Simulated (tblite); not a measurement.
Record of a relaxation.

Compound: CH11NO2Si3.
Atom-mapped SMILES: `[NH2:1][CH2:2][SiH2:3][O:4][SiH2:5][O:6][SiH3:7]` (hydrogens: H8, H9 on N1; H10, H11 on C2; H12, H13 on Si3; H14, H15 on Si5; H16, H17, H18 on Si7)

Computed with GFN2-xTB (tblite), gas phase: L-BFGS steps from a force-field or distance-geometry start until the largest atomic force falls under 0.01 eV/Å. 8 of its 188 geometries are shown.

Step 0: E = -656.7149 eV, largest atomic force 3.314 eV/Å
```
atom  x, y, z in Å  |  force x, y, z in eV/Å
N1     -2.603    0.984    0.592   -0.427   1.199   0.000
C2     -3.001   -0.208   -0.155    0.132   0.146  -0.058
Si3    -1.435   -1.051   -0.740    0.746   0.366  -1.032
O4     -0.381    0.176   -1.361    0.879  -1.984   2.505
Si5     1.027   -0.021   -0.374   -0.462   1.707  -1.557
O6      2.158    1.230   -0.622    0.178  -2.878   0.620
Si7     3.760    0.607   -0.479   -0.691   0.904  -0.311
H8     -2.925    1.848    0.097    0.683  -0.999   0.637
H9     -1.587    1.024    0.755   -0.789   0.194  -0.258
H10    -3.573    0.068   -1.050   -0.279  -0.122   0.444
H11    -3.590   -0.879    0.508    0.124   0.480  -0.515
H12    -0.863   -1.739    0.431   -0.179  -0.039  -0.209
H13    -1.681   -2.039   -1.775    0.154   0.040  -0.186
H14     1.553   -1.352   -0.727   -0.081   0.394  -0.009
H15     0.538   -0.045    1.011    0.557   0.381  -0.120
H16     3.789   -0.599    0.376    0.023   0.365  -0.199
H17     4.211    0.324   -1.856   -0.177  -0.023   0.296
H18     4.592    1.678    0.094   -0.393  -0.131  -0.048
```

Step 27: E = -658.2447 eV, largest atomic force 0.385 eV/Å
```
atom  x, y, z in Å  |  force x, y, z in eV/Å
N1     -2.823    1.168    0.534   -0.186  -0.064  -0.050
C2     -3.115   -0.057   -0.215   -0.041   0.010   0.014
Si3    -1.629   -1.143   -0.806   -0.248   0.281   0.089
O4     -0.249   -0.313   -0.560    0.132   0.049  -0.092
Si5     1.266   -0.471   -0.017   -0.049  -0.096   0.033
O6      2.322    0.368   -0.910   -0.136   0.077   0.028
Si7     3.879    0.801   -0.720    0.154  -0.110   0.019
H8     -2.696    1.943   -0.104    0.218   0.007   0.003
H9     -1.983    1.059    1.088    0.059   0.017  -0.024
H10    -3.755    0.221   -1.057    0.093  -0.021  -0.009
H11    -3.760   -0.668    0.429    0.094  -0.047   0.032
H12    -1.579   -2.340    0.026    0.056  -0.105  -0.009
H13    -1.730   -1.425   -2.233    0.082  -0.033  -0.064
H14     1.668   -1.861   -0.138   -0.002  -0.144   0.014
H15     1.260    0.038    1.346   -0.035   0.060   0.047
H16     4.462   -0.113    0.261    0.060  -0.014   0.021
H17     4.543    0.645   -2.012   -0.188   0.032  -0.009
H18     3.912    2.156   -0.189   -0.064   0.102  -0.042
```

Step 53: E = -658.4009 eV, largest atomic force 0.125 eV/Å
```
atom  x, y, z in Å  |  force x, y, z in eV/Å
N1     -2.679    1.266    0.388    0.014   0.005  -0.011
C2     -3.044   -0.005   -0.241   -0.003  -0.017   0.030
Si3    -1.613   -1.103   -0.911   -0.018   0.002  -0.003
O4     -0.203   -0.424   -0.470   -0.018  -0.056   0.011
Si5     1.221   -0.673    0.256   -0.036   0.051   0.032
O6      2.339    0.124   -0.585    0.023   0.012   0.003
Si7     3.765    0.868   -0.788    0.040   0.028   0.001
H8     -2.044    1.782   -0.214   -0.048  -0.049   0.009
H9     -2.186    1.100    1.262    0.005  -0.062  -0.108
H10    -3.744    0.218   -1.053    0.083   0.088   0.013
H11    -3.628   -0.572    0.487   -0.003   0.039   0.070
H12    -1.679   -2.441   -0.318   -0.001  -0.008  -0.016
H13    -1.601   -1.147   -2.370    0.033   0.010  -0.037
H14     1.551   -2.089    0.204    0.033  -0.022   0.009
H15     1.097   -0.094    1.589    0.023  -0.002  -0.001
H16     4.765    0.235    0.076   -0.052  -0.037  -0.003
H17     4.097    0.700   -2.202   -0.066   0.007   0.043
H18     3.576    2.262   -0.388   -0.009   0.012  -0.042
```

Step 80: E = -658.4758 eV, largest atomic force 0.104 eV/Å
```
atom  x, y, z in Å  |  force x, y, z in eV/Å
N1     -2.239    1.226    0.329    0.027   0.065   0.026
C2     -2.871    0.061   -0.296    0.050   0.037   0.038
Si3    -1.595   -1.168   -1.039   -0.065  -0.032  -0.037
O4     -0.261   -0.934   -0.146    0.089  -0.001  -0.053
Si5     1.147   -0.760    0.617    0.012  -0.051   0.023
O6      2.083    0.281   -0.185   -0.019  -0.023   0.019
Si7     3.404    0.932   -0.856   -0.014   0.077  -0.051
H8     -1.659    1.717   -0.347   -0.077  -0.037   0.007
H9     -1.608    0.899    1.057   -0.047   0.058  -0.025
H10    -3.573    0.428   -1.050    0.052   0.006   0.011
H11    -3.477   -0.411    0.482    0.001  -0.035  -0.028
H12    -1.965   -2.568   -0.844   -0.021   0.001  -0.018
H13    -1.280   -0.840   -2.432    0.030   0.002   0.057
H14     1.779   -2.072    0.617    0.025  -0.001   0.033
H15     0.872   -0.140    1.906   -0.021  -0.013   0.014
H16     4.591    0.399   -0.189   -0.018  -0.060  -0.006
H17     3.349    0.583   -2.275    0.040  -0.001   0.000
H18     3.295    2.371   -0.624   -0.043   0.007  -0.009
```

Step 107: E = -658.5344 eV, largest atomic force 0.089 eV/Å
```
atom  x, y, z in Å  |  force x, y, z in eV/Å
N1     -1.868    1.304    0.234   -0.011  -0.019   0.004
C2     -2.543    0.122   -0.309    0.014   0.016  -0.007
Si3    -1.377   -1.149   -1.145    0.051   0.025   0.027
O4     -0.090   -1.375   -0.174   -0.069   0.011   0.015
Si5     1.045   -0.896    0.873    0.057  -0.039  -0.032
O6      1.907    0.317    0.239    0.054   0.015  -0.012
Si7     2.898    0.929   -0.889   -0.013  -0.014   0.030
H8     -1.276    1.723   -0.478   -0.014   0.014   0.001
H9     -1.259    1.027    0.997    0.008   0.010  -0.037
H10    -3.284    0.479   -1.028   -0.033   0.025   0.006
H11    -3.104   -0.327    0.514    0.008  -0.005  -0.019
H12    -1.976   -2.474   -1.271    0.012   0.003   0.003
H13    -0.886   -0.590   -2.409    0.024  -0.033   0.030
H14     1.873   -2.083    1.050   -0.037   0.069   0.015
H15     0.450   -0.286    2.055    0.004  -0.062   0.011
H16     4.255    0.487   -0.571    0.007   0.000   0.031
H17     2.492    0.421   -2.196   -0.030   0.008  -0.083
H18     2.736    2.376   -0.770   -0.032  -0.024   0.016
```

Step 134: E = -658.5638 eV, largest atomic force 0.073 eV/Å
```
atom  x, y, z in Å  |  force x, y, z in eV/Å
N1     -1.726    1.386    0.141   -0.019   0.008  -0.023
C2     -2.407    0.186   -0.352    0.007  -0.002  -0.008
Si3    -1.240   -1.126   -1.122   -0.066   0.032  -0.002
O4     -0.135   -1.506    0.007    0.040   0.018   0.026
Si5     1.046   -1.029    1.004    0.023  -0.011   0.021
O6      1.890    0.176    0.332   -0.030  -0.031   0.037
Si7     2.610    0.919   -0.915    0.021   0.007   0.016
H8     -1.230    1.838   -0.621    0.015   0.007  -0.005
H9     -1.031    1.125    0.833    0.018  -0.008   0.010
H10    -3.164    0.517   -1.066    0.005  -0.002  -0.016
H11    -2.949   -0.239    0.497   -0.010  -0.004   0.005
H12    -1.891   -2.398   -1.405   -0.020  -0.017   0.009
H13    -0.547   -0.553   -2.279   -0.003   0.004  -0.017
H14     1.874   -2.213    1.153    0.034   0.012   0.000
H15     0.486   -0.442    2.215   -0.003  -0.012  -0.028
H16     4.036    0.629   -0.781    0.006   0.017  -0.006
H17     2.081    0.403   -2.176   -0.008  -0.007  -0.032
H18     2.289    2.335   -0.740   -0.008  -0.011   0.015
```

Step 160: E = -658.5744 eV, largest atomic force 0.136 eV/Å
```
atom  x, y, z in Å  |  force x, y, z in eV/Å
N1     -1.624    1.434    0.046   -0.035  -0.004   0.048
C2     -2.363    0.251   -0.402    0.003  -0.025   0.004
Si3    -1.252   -1.154   -1.086   -0.007  -0.012  -0.034
O4     -0.124   -1.492    0.034    0.030  -0.001   0.049
Si5     1.099   -1.125    1.028   -0.018   0.021   0.008
O6      1.989    0.069    0.397   -0.019   0.006  -0.011
Si7     2.488    0.952   -0.865    0.005   0.127  -0.047
H8     -1.105    1.835   -0.729    0.024  -0.010  -0.024
H9     -0.947    1.161    0.750    0.030   0.013   0.012
H10    -3.091    0.588   -1.142    0.020  -0.020  -0.032
H11    -2.943   -0.107    0.454    0.012   0.026   0.023
H12    -1.948   -2.423   -1.269   -0.017   0.020   0.016
H13    -0.573   -0.683   -2.297    0.007  -0.014  -0.002
H14     1.921   -2.321    1.110   -0.020  -0.009  -0.020
H15     0.572   -0.580    2.273   -0.020  -0.016  -0.024
H16     3.945    0.878   -0.845    0.028  -0.030   0.022
H17     1.938    0.402   -2.104    0.002   0.012  -0.004
H18     2.008    2.319   -0.631   -0.023  -0.084   0.014
```

Step 187: E = -658.5943 eV, largest atomic force 0.009 eV/Å
```
atom  x, y, z in Å  |  force x, y, z in eV/Å
N1     -1.409    1.442   -0.058    0.002   0.001  -0.006
C2     -2.264    0.316   -0.440    0.002  -0.001  -0.002
Si3    -1.321   -1.249   -1.025    0.002   0.006   0.006
O4     -0.168   -1.587    0.069    0.000   0.004   0.003
Si5     1.097   -1.197    0.998   -0.004   0.005   0.000
O6      1.919    0.035    0.350   -0.002  -0.002   0.003
Si7     2.366    1.068   -0.815    0.003  -0.003  -0.001
H8     -0.841    1.731   -0.849   -0.002  -0.008   0.001
H9     -0.768    1.150    0.674   -0.003   0.003  -0.003
H10    -2.942    0.677   -1.217    0.001  -0.003   0.000
H11    -2.887    0.087    0.429    0.004  -0.004   0.000
H12    -2.156   -2.445   -1.028   -0.005   0.003  -0.007
H13    -0.654   -0.983   -2.303   -0.005  -0.005  -0.004
H14     1.954   -2.370    1.000    0.006  -0.001   0.000
H15     0.597   -0.705    2.274    0.005  -0.002   0.006
H16     3.821    1.131   -0.718   -0.001  -0.004  -0.002
H17     1.924    0.558   -2.115   -0.004   0.007   0.003
H18     1.724    2.346   -0.503    0.002   0.003   0.003
```

Q: Summarise the path.

A: The energy falls by 1.8794 eV from step 0 to step 187; nine tenths of that is first reached at step 56. It falls at every step. The largest force goes from 3.314 to 0.009 eV/Å. Among the bonds O4–Si5 changes most, from 1.731 to 1.617 Å; the atoms move by 1.759 Å rms after alignment.

The cost below is that of the whole relaxation. Hardware: one thread of an Arm Neoverse V2, shared host with 192 logical CPUs at a one-minute load of 160. Cost: 1.4 s wall.
